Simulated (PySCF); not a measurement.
## Basis-set dependence of population analyses: `F[SiH](F)[C@H]([SiH3])Cl`

Species: CH5ClF2Si2.
Structure used (PBE0-D3(BJ)/def2-SVP), in Å, numbered top down from 1:
```xyz
11
CH5ClF2Si2 angstrom
F      0.9746    0.7645   -1.0320
Si     1.4552   -0.5698   -0.2569
F      2.5095   -1.3112   -1.2247
C     -0.0482   -1.6401    0.0044
Si    -1.5668   -0.7497    0.7204
Cl     0.4610   -2.9420    1.1500
H      2.1302   -0.1926    0.9998
H     -0.3262   -2.1249   -0.9463
H     -2.6013   -1.7668    1.0594
H     -2.0878    0.2083   -0.2979
H     -1.1524   -0.0117    1.9486
```

PBE0 throughout (PySCF), one geometry, spherical d and f functions. Geometry: PBE0-D3(BJ)/def2-SVP, one conformer, isolated molecule. The first 7 of 9 kinds of atom are listed.

Mulliken charges (e):

```tsv
basis	functions	F1	Si2	F3	C4	Si5	Cl6	H7
STO-3G	47	-0.257	+0.866	-0.248	-0.374	+0.546	-0.186	-0.125
6-31G	76	-0.456	+1.334	-0.444	-1.022	+0.590	+0.052	-0.117
pcSseg-0	76	-0.496	+1.617	-0.487	-1.452	+0.576	+0.018	-0.090
6-31G*	106	-0.399	+1.118	-0.389	-0.733	+0.386	-0.035	-0.082
cc-pVDZ	121	-0.310	+0.854	-0.301	-0.423	+0.264	-0.078	-0.065
def2-SVP	121	-0.342	+1.000	-0.333	-0.541	+0.399	-0.115	-0.083
aug-cc-pVDZ	195	-0.629	+1.196	-0.648	-0.187	-0.589	-0.163	+0.343
6-311+G(2d,p)	216	-0.466	+1.163	-0.446	-0.619	+0.325	-0.018	-0.028
def2-TZVP	234	-0.309	+0.705	-0.302	-0.219	+0.125	-0.131	-0.019
cc-pVTZ	262	-0.280	+0.698	-0.272	-0.263	+0.171	-0.129	-0.036
IGLO-III	287	-0.482	+1.359	-0.476	-0.684	+0.728	-0.011	-0.158
pcSseg-2	307	-0.409	+1.130	-0.400	-0.442	+0.585	-0.129	-0.124
```

IAO charges (e):

| basis | functions | F1 | Si2 | F3 | C4 | Si5 | Cl6 | H7 |
| --- | --- | --- | --- | --- | --- | --- | --- | --- |
| STO-3G | 47 | -0.368 | +1.136 | -0.361 | -0.631 | +0.635 | -0.090 | -0.125 |
| 6-31G | 76 | -0.497 | +1.335 | -0.488 | -0.671 | +0.465 | -0.070 | -0.096 |
| pcSseg-0 | 76 | -0.488 | +1.356 | -0.480 | -0.710 | +0.456 | -0.061 | -0.110 |
| 6-31G* | 106 | -0.518 | +1.464 | -0.510 | -0.699 | +0.589 | -0.076 | -0.143 |
| cc-pVDZ | 121 | -0.515 | +1.443 | -0.507 | -0.682 | +0.581 | -0.078 | -0.139 |
| def2-SVP | 121 | -0.516 | +1.456 | -0.508 | -0.691 | +0.601 | -0.070 | -0.147 |
| aug-cc-pVDZ | 195 | -0.527 | +1.462 | -0.519 | -0.682 | +0.583 | -0.081 | -0.136 |
| 6-311+G(2d,p) | 216 | -0.531 | +1.488 | -0.523 | -0.706 | +0.614 | -0.076 | -0.145 |
| def2-TZVP | 234 | -0.534 | +1.505 | -0.526 | -0.714 | +0.624 | -0.074 | -0.151 |
| cc-pVTZ | 262 | -0.530 | +1.492 | -0.522 | -0.705 | +0.609 | -0.077 | -0.147 |
| IGLO-III | 287 | -0.534 | +1.499 | -0.526 | -0.712 | +0.623 | -0.072 | -0.149 |
| pcSseg-2 | 307 | -0.534 | +1.503 | -0.526 | -0.714 | +0.621 | -0.074 | -0.150 |

Hirshfeld charges (e):

```
        basis  functions      F1     Si2      F3      C4     Si5     Cl6      H7
       STO-3G         47  -0.174  +0.547  -0.164  -0.075  +0.357  -0.209  -0.085
        6-31G         76  -0.222  +0.515  -0.219  -0.162  +0.287  -0.048  -0.046
     pcSseg-0         76  -0.220  +0.538  -0.215  -0.160  +0.303  -0.047  -0.062
       6-31G*        106  -0.190  +0.473  -0.189  -0.156  +0.290  -0.052  -0.056
      cc-pVDZ        121  -0.186  +0.473  -0.186  -0.169  +0.302  -0.031  -0.062
     def2-SVP        121  -0.190  +0.483  -0.189  -0.170  +0.306  -0.023  -0.064
  aug-cc-pVDZ        195  -0.200  +0.501  -0.202  -0.191  +0.303  -0.018  -0.057
6-311+G(2d,p)        216  -0.201  +0.501  -0.203  -0.188  +0.307  -0.021  -0.057
    def2-TZVP        234  -0.193  +0.487  -0.194  -0.184  +0.302  -0.022  -0.059
      cc-pVTZ        262  -0.189  +0.485  -0.191  -0.181  +0.300  -0.026  -0.060
     IGLO-III        287  -0.193  +0.484  -0.195  -0.185  +0.296  -0.011  -0.058
     pcSseg-2        307  -0.196  +0.498  -0.198  -0.189  +0.306  -0.021  -0.059
```

Problem. Which scheme is steadiest as the basis changes?

Solution. Largest range over the bases for any column: Hirshfeld 0.20 e, IAO 0.37 e, Mulliken 1.32 e. Hirshfeld charges move least and Mulliken charges most, counted in e. Without the minimal STO-3G basis the ranges are Hirshfeld 0.07, IAO 0.17, Mulliken 1.32 e.

Problem. How much do the charges still move between the two largest bases, IGLO-III and pcSseg-2?

Solution. At most, over all atoms: Mulliken 0.242 e, IAO 0.004 e, Hirshfeld 0.014 e.

Problem. What do the same runs give for the total energy, the frontier levels and the dipole moment?

Solution. 
| basis | energy (Eh) | HOMO (eV) | LUMO (eV) | μ (D) |
| --- | --- | --- | --- | --- |
| STO-3G | -1264.3686 | -5.33 | 4.12 | 1.85 |
| 6-31G | -1279.2460 | -8.63 | -0.56 | 2.08 |
| pcSseg-0 | -1277.6927 | -8.70 | -0.58 | 1.86 |
| 6-31G* | -1279.4086 | -8.37 | -0.38 | 1.40 |
| cc-pVDZ | -1279.4682 | -8.40 | -0.39 | 1.45 |
| def2-SVP | -1278.9546 | -8.37 | -0.27 | 1.38 |
| aug-cc-pVDZ | -1279.5011 | -8.51 | -0.75 | 1.54 |
| 6-311+G(2d,p) | -1279.5887 | -8.54 | -0.80 | 1.56 |
| def2-TZVP | -1279.6231 | -8.46 | -0.59 | 1.44 |
| cc-pVTZ | -1279.6150 | -8.46 | -0.56 | 1.40 |
| IGLO-III | -1279.6219 | -8.43 | -0.54 | 1.45 |
| pcSseg-2 | -1279.6429 | -8.52 | -0.68 | 1.53 |

The dipole is fixed by the density alone, so its range of 0.70 D shows that the density itself changes with the basis, not only its division among atoms.
